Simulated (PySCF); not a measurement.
**Relaxation of quintet RuS₂**

Level of theory: PySCF, UPBE0, basis Ru def2-SVP with ECP28, S def2-SVP (scalar-relativistic core potentials, no spin–orbit coupling, density fitting). A (50,194) grid was used.

A hand-made side-on start, of C2v symmetry, held to at least that symmetry:

```xyz
3
charge 0 multiplicity 5, angstrom
Ru    0.0000    0.0000   -0.8095
S     1.0000    0.0000    1.2901
S    -1.0000    0.0000    1.2901
```

Optimiser trace:
```tsv
step	E − E(last) (kJ/mol)	largest gradient (Eh/bohr)
0	10.87	0.03402
1	2.43	0.00821
2	0.86	0.00666
3	0.07	0.00247
4	0.00	0.00039
5	0.00	0.00015
```

It ends at C2v with Ru–S 2.276 Å (×2), S–S 2.147 Å; Ru–S–S 61.9° (×2), S–Ru–S 56.3°. A frequency run shows a minimum. Other isomers or separated fragments may lie lower.

Final geometry:
Z-matrix (Å, degrees; charge 0 multiplicity 5):
```
Ru
S  1 2.2759
S  1 2.2759 2 56.29
```

With open d or f shells other occupations or spin states may lie lower.

The relaxation took of the order of 70 core-seconds on a shared host.
